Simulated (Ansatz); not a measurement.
cis-Sn(H2O)2Cl4 (SnCl4O2H4), relaxed as a singlet with RKS r2SCAN-D4/def2-SVP in Ansatz, starting from the GFN1-xTB geometry. Force threshold 0.02 eV/Å.

In the def2 sets Sn takes a core potential; there is no spin–orbit coupling.

Start:

```xyz
11

Cl    0.252   -1.495   -2.552
Cl   -2.841    0.118   -0.899
Cl    0.255    1.897   -1.362
Cl   -0.609   -2.065    0.888
O    -0.629    0.890    1.459
O     1.787   -0.233    0.116
Sn   -0.513   -0.261   -0.679
H    -0.397    0.142    2.017
H    -1.559    1.076    1.592
H     1.978    0.692   -0.064
H     2.275   -0.762   -0.516
```

Task: Estimate the energy that the relaxation releases and the steps that it takes.

Result: 10.9 kJ/mol, in 9 steps; 25 s on 4 threads of Arm Neoverse V2 on a shared host. No frequencies were taken in this run, so the end may be a saddle point.

Task: Does the start keep its bonding?

Result: By distances, no bond broke or formed. The bond that changes most is O6–Sn7, from 2.43 to 2.33 Å (atoms count from 1).

Task: Predict the relaxed structure.

Result: 
```xyz
11

Cl    0.295   -1.386   -2.510
Cl   -2.776    0.056   -0.777
Cl    0.210    1.985   -1.243
Cl   -0.448   -2.111    0.920
O    -0.669    0.812    1.501
O     1.822   -0.186    0.032
Sn   -0.432   -0.230   -0.574
H    -0.845    0.042    2.075
H    -1.510    1.299    1.445
H     2.117    0.635   -0.407
H     2.235   -0.916   -0.463
```
Bond lengths: 4 × Cl–Sn 2.37 to 2.40 Å; 2 × O–Sn 2.33 Å; 4 × H–O 0.97 to 0.98 Å.
